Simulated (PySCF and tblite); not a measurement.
Values are calculated unless marked as measured or tabulated.
C12H22, numbered as in [CH3:1][CH2:2][CH2:3][CH:4]1[CH2:5][C@H:6]2[CH2:7][CH2:8][CH2:9][CH2:10][C@@H:11]2[CH2:12]1.

Conformers came from 200 starts (ETKDG and KDG, MMFF94s, GFN2-xTB); geometries are GFN2-xTB. Weights use CAM-B3LYP-D3(BJ)/6-31G* energies plus GFN2-xTB zero-point and thermal terms (modes under about 100 cm⁻¹ blended into free rotors). Symmetry numbers and mirror images are counted. Conformers within 2.5 kcal/mol (GFN2-xTB free energy) were kept, 4 at most. Of two unlike H on one atom, a is the less shielded (CAM-B3LYP/6-31G*). (PySCF 2.14, tblite 0.8.)

An NOE distance is ⟨r⁻⁶⟩^(−1/6) over all pairs of like atoms and, for the average, over conformers.

Torsions listed: C1–C2–C3–C4, C2–C3–C4–C5. The 5-ring runs over atoms 4–5–6–11–12. The 6-ring runs over atoms 6–7–8–9–10–11.

```json
{"conformer": "1", "shape": "5-ring between envelope and twist (ring torsions -32, 45, -40, 20, 7°); 6-ring chair (all substituents equatorial); 177°, -177°", "weight %": "54.0"}
{"conformer": "2", "shape": "5-ring between envelope and twist (ring torsions -33, 46, -40, 19, 9°); 6-ring chair (all substituents equatorial); 67°, -179°", "weight %": "20.8"}
{"conformer": "3", "shape": "5-ring envelope (ring torsions -30, 45, -42, 23, 4°); 6-ring chair (all substituents equatorial); -71°, -71°", "weight %": "16.7"}
{"conformer": "4", "shape": "5-ring twist (ring torsions -36, 46, -37, 14, 14°); 6-ring chair (all substituents equatorial); -178°, 57°", "weight %": "8.5"}
```

Which H–H contacts under 3.5 Å would NOEs report (pairs on one atom left out) at 298.15 K?


```tsv
pair	in 1 (Å)	in 2 (Å)	in 3 (Å)	in 4 (Å)	average (Å)
H4 ··· H5a	2.29	2.29	2.29	2.29	2.29
H4 ··· H12a	2.35	2.36	2.35	2.33	2.35
H5b ··· H6	2.39	2.40	2.37	2.43	2.39
H11 ··· H12a	2.44	2.44	2.45	2.42	2.44
H7a ··· H8b	2.46	2.46	2.46	2.46	2.46
H8b ··· H9a	2.46	2.46	2.46	2.46	2.46
H8a ··· H9b	2.46	2.46	2.46	2.46	2.46
H9b ··· H10a	2.46	2.46	2.46	2.46	2.46
H3b ··· H12b	2.42	2.43	2.61	3.68	2.48
H6 ··· H8b	2.48	2.48	2.48	2.48	2.48
H6 ··· H10b	2.48	2.49	2.48	2.49	2.48
H7b ··· H8a	2.48	2.48	2.48	2.48	2.48
H8a ··· H9a	2.48	2.48	2.48	2.48	2.48
H9a ··· H10b	2.48	2.48	2.48	2.48	2.48
H9b ··· H11	2.48	2.48	2.48	2.48	2.48
H3a ··· H5b	2.45	2.45	2.47	3.68	2.49
H6 ··· H7a	2.49	2.48	2.49	2.49	2.49
H7b ··· H11	2.49	2.49	2.49	2.49	2.49
H10a ··· H11	2.49	2.49	2.49	2.49	2.49
H7a ··· H8a	2.50	2.50	2.50	2.50	2.50
H9a ··· H10a	2.50	2.50	2.50	2.50	2.50
H2a ··· H3b	2.48	2.39	3.05	2.50	2.51
H3a ··· H4	2.48	2.47	3.04	2.43	2.52
H2b ··· H3a	2.50	3.05	2.38	2.49	2.53
H5a ··· H7b	2.54	2.54	2.54	2.55	2.54
H6 ··· H12b	2.55	2.56	2.53	2.62	2.56
H10b ··· H12b	2.57	2.57	2.59	2.55	2.57
H1 ··· H2a	2.60	2.59	2.60	2.60	2.60
H1 ··· H2b	2.60	2.60	2.59	2.60	2.60
H8b ··· H10b	2.62	2.62	2.63	2.63	2.62
```

Longer pairs under the limit may be missing.

In a model where alignment follows shape alone (order matrix 0.002 × (3G/tr G − 1)/2, G the second moments of the atom positions; splitting J + 2D), what are the one-bond C–H dipolar couplings D?

H1 3.1 Hz (5.4 in conformer 1), H2a 6.3 Hz (8.2 in conformer 1), H2b 10.4 Hz (16.2 in conformer 1), H3b 12.1 Hz (15.6 in conformer 1), H3a 7.5 Hz (7.2 in conformer 1), H4 13.0 Hz (14.9 in conformer 1), H5a 13.9 Hz (13.4 in conformer 1), H5b 8.8 Hz (9.3 in conformer 1), H6 16.1 Hz (16.4 in conformer 1), H7a 13.3 Hz (14.0 in conformer 1), H7b 15.9 Hz (16.1 in conformer 1), H8b 16.3 Hz (16.8 in conformer 1), H8a -20.8 Hz (-24.2 in conformer 1), H9a -8.3 Hz (-5.8 in conformer 1), H9b 15.2 Hz (15.3 in conformer 1), H10b 15.5 Hz (15.5 in conformer 1), H10a 13.3 Hz (14.0 in conformer 1), H11 15.0 Hz (15.0 in conformer 1), H12b 15.5 Hz (15.4 in conformer 1), H12a 11.4 Hz (12.1 in conformer 1).

The cap on conformers cut off some of the population, so the set may be incomplete.
